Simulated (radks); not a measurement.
The numbers below are computed, except where a source is named.
Os3+, 73 electrons, occupied as [Xe] 4f14 5d5.

Code: a radial shooting solver on a logarithmic mesh with Libxc functionals. Model: scalar-relativistic Kohn-Sham, SCAN, spin-polarised, spherical densities, finite nucleus; open shells are filled with parallel spins first (spin-orbit coupling, left out, can overturn this in heavy ions); meta-GGA in the generalised Kohn-Sham scheme; Fermi nuclear charge, rms radius 5.4126 fm.

Energy parts (eV):
| part | energy |
|---|---|
| total | -469436.92 |
| kinetic | 520136.80 |
| electron-nucleus | -1161055.24 |
| Hartree | 180702.57 |
| exchange-correlation | -9221.05 |

Orbitals (lengths in bohr, moments of r in powers of bohr; r(max) is where P^2 peaks):
| orbital | occ. | eigenvalue (eV) | r(max) | <r^4> | <1/r> |
|---|---|---|---|---|---|
| 1s up | 1 | -73970.28 | 0.01103 | 5.128e-07 | 90.43 |
| 1s down | 1 | -73970.27 | 0.01103 | 5.128e-07 | 90.43 |
| 2s up | 1 | -12935.28 | 0.06334 | 0.00007622 | 21.19 |
| 2s down | 1 | -12935.05 | 0.06334 | 0.00007623 | 21.19 |
| 2p up | 3 | -11264.89 | 0.05219 | 0.00006068 | 19.06 |
| 2p down | 3 | -11264.67 | 0.05219 | 0.00006068 | 19.06 |
| 3s up | 1 | -3045.667 | 0.1785 | 0.002775 | 7.859 |
| 3s down | 1 | -3045.591 | 0.1785 | 0.002774 | 7.859 |
| 3p up | 3 | -2552.196 | 0.1772 | 0.003017 | 7.217 |
| 3p down | 3 | -2552.095 | 0.1772 | 0.003016 | 7.217 |
| 3d up | 5 | -1999.744 | 0.1446 | 0.002335 | 6.800 |
| 3d down | 5 | -1999.534 | 0.1446 | 0.002335 | 6.800 |
| 4s up | 1 | -672.8086 | 0.4049 | 0.06393 | 3.343 |
| 4s down | 1 | -672.3756 | 0.4051 | 0.06388 | 3.342 |
| 4p up | 3 | -510.1949 | 0.4250 | 0.08531 | 3.033 |
| 4p down | 3 | -509.7841 | 0.4251 | 0.08509 | 3.033 |
| 4d up | 5 | -307.5646 | 0.4346 | 0.1231 | 2.706 |
| 4d down | 5 | -307.0785 | 0.4348 | 0.1222 | 2.707 |
| 4f up | 7 | -83.4210 | 0.4062 | 0.3285 | 2.237 |
| 4f down | 7 | -82.6713 | 0.4060 | 0.3068 | 2.248 |
| 5s up | 1 | -125.3982 | 0.9146 | 1.918 | 1.324 |
| 5s down | 1 | -121.8851 | 0.9087 | 1.835 | 1.340 |
| 5p up | 3 | -84.2515 | 1.036 | 3.528 | 1.126 |
| 5p down | 3 | -79.9406 | 1.027 | 3.358 | 1.145 |
| 5d up | 5 | -36.8121 | 1.316 | 13.97 | 0.8093 |

The highest occupied level is 5d up at -36.812 eV. Summed over all electrons, <r^2> = 36.62 bohr^2, which gives a Langevin (diamagnetic) susceptibility term of -29 x 10^-6 cm^3/mol. The density falls to 0.001 e/bohr^3 at r = 3.35 bohr. The spin density at the nucleus is -28.32 e/bohr^3 (1s -0.50, 2s -0.81, 3s 0.24, 4s 4.18, 5s -31.42). Spin moment in Bohr magnetons: 5. For comparison, the ionisation energy in NIST's Atomic Spectra Database is 41 eV (theoretical). In exact Kohn-Sham theory the highest level is minus the ionisation energy, but local and semilocal functionals leave it too shallow, through self-interaction and a potential that decays too fast; potentials with the right tail come closer.

Empty levels of this run are not shown, since the potential may be unsettled where no density lies.
